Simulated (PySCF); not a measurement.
## Correlation energy of F (fluorine, neutral)

[He] 2s2 2p5, 2P determinant. All numbers are calculated (PySCF 2.14, scalar relativity by spin-free X2C-1e, in aug-cc-pCVTZ-DK (7s6p4d2f, 59 functions)). Frozen: 1s2; 7 electrons correlated.

```csv
level,correlation energy (mhartree)
CCSD,-221.58
(T),-4.60
CCSD(T),-226.18
```

Diagnostics: T1 = 0.0075, D1 = 0.0124, largest double amplitude 0.033.

Problem. Is a single reference adequate?

Solution. Yes: T1 lies below 0.03 and no double amplitude reaches 0.07.
